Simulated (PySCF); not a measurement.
**Electron correlation in Fe²⁺ (iron, charge +2)**

[Ar] 3d5 4p1, high-spin 7P determinant (an excited configuration). Calculation: PySCF 2.14, in def2-TZVPPD (6s6p4d2f1g, 67 functions); no relativity, point nucleus. Frozen: [Ne]; 14 electrons correlated.

MP2 pair energies summed by pair of shells (mhartree):

| pair | energy | share (%) |
| --- | --- | --- |
| 3p-3d | -166.15 | 43.3 |
| 3p-3p | -71.85 | 18.7 |
| 3d-3d | -64.43 | 16.8 |
| 3s-3p | -30.04 | 7.8 |
| 3s-3d | -27.65 | 7.2 |
| 3d-4p | -10.16 | 2.6 |
| 3p-4p | -8.68 | 2.3 |
| 3s-3s | -3.93 | 1.0 |
| 3s-4p | -0.67 | 0.2 |

Total MP2 correlation energy: -383.56 mhartree.

Same-spin part -143.80 and opposite-spin part -239.76 mhartree; SCS-MP2 scales them by 1/3 and 6/5 to -335.65 mhartree.

This basis was not built for core-valence correlation, so the inner-shell part is incomplete.
